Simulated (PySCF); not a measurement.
# One molecule, several mistakes: Ge2H7Si cation

All numbers below are calculated, not measured. They come from PySCF 2.14.0, an open-source quantum chemistry program, on an isolated molecule that a program drew, which may never have been made. The molecule is Ge2H7Si cation (charge +1, singlet), drawn as the SMILES string `[GeH2+][SiH2][GeH3]`.

Each row is a Hartree-Fock (HF) and frozen-core CCSD(T) single point in the cc-pV(D+d)Z basis, meant for a local HF minimum. Run 1 is clean. Each other run has one planted mistake out of seven kinds, and not every kind appears here: one electron removed, one electron added, multiplicity raised by two, geometry at a saddle point, minimal basis STO-3G, one bond length entered in bohr, all coordinates scaled. The reference is restricted for singlets and unrestricted otherwise, and also for a bond in bohr. Adding or removing an electron swaps singlet and doublet. Electrons count all cores. HOMO and LUMO are orbital energies over both spins, the gradient is its largest component, and the lowest frequency (negative if imaginary) is given only where the gradient is small. Bond lengths are over the 9 bonds as drawn. T1 is the CCSD diagnostic: over 0.02 (restricted) or 0.045 (unrestricted) a single reference is doubtful. Germanium has the cc-pVDZ-PP basis, with a core potential (ECP10MDF) in place of its 10 inner electrons, and its 3s, 3p and 3d shells are frozen in CCSD(T).

Geometry of the clean run:
```xyz
10
Ge2H7Si cation, angstrom
Ge   -1.1608   -2.4307   -2.1255
Si   -0.2416   -0.9189   -0.4457
Ge   -2.0917    0.3053    0.5761
H    -1.6285   -3.8530   -1.8450
H    -1.3935   -2.0633   -3.5854
H     0.6866   -0.1150   -1.2617
H     0.4639   -1.8670    0.4357
H    -1.4402    1.2182    1.6015
H    -2.7868    1.0730   -0.5402
H    -3.0131   -0.7293    1.2080
```

```
run,electrons,basis functions,<S^2>,HOMO (eV),LUMO (eV),gradient (hartree/bohr),lowest frequency (cm^-1),mean bond (Å),longest bond (Å),T1,HF (hartree),CCSD(T) (hartree),mistake
1,84,104,0.000,-15.19,-5.58,6.3e-06,65,1.7158,2.442,0.0157,-879.48614,-879.83257,no fault
2,84,104,0.902,-13.18,-5.55,6.5e-03,-,1.8661,2.872,0.0352,-879.38791,-879.71890,one bond length entered in bohr
3,84,104,0.000,-14.94,-5.51,1.7e-02,-,1.7793,2.533,0.0157,-879.47648,-879.82599,all coordinates scaled
4,83,104,0.764,-21.59,-13.00,6.6e-02,-,1.7158,2.442,0.0169,-878.96934,-879.29111,one electron removed
5,84,104,2.042,-12.89,-8.02,3.3e-02,-,1.7158,2.442,0.0179,-879.38736,-879.72767,?
6,85,104,0.767,-7.24,1.54,1.9e-02,-,1.7158,2.442,0.0131,-879.72126,-880.08122,?
```

**Which mistake was planted in run 5, and what did it cost?**

Electrons, basis and geometry are unchanged, and <S^2> is 2.042, beside S(S+1) = 2.00 for a multiplicity of 3. So the mistake is: multiplicity raised by two. Subtracting run 1 and multiplying by 627.51 kcal/mol a hartree, the energy moved by 62.0 kcal/mol in HF and 65.8 kcal/mol in CCSD(T).

**Which mistake was planted in run 6, and what did it cost?**

It counts 85 electrons, one more than the clean run, at the same geometry and basis. So the mistake is: one electron added. Subtracting run 1 and multiplying by 627.51 kcal/mol a hartree, the energy moved by -147.5 kcal/mol in HF and -156.0 kcal/mol in CCSD(T).

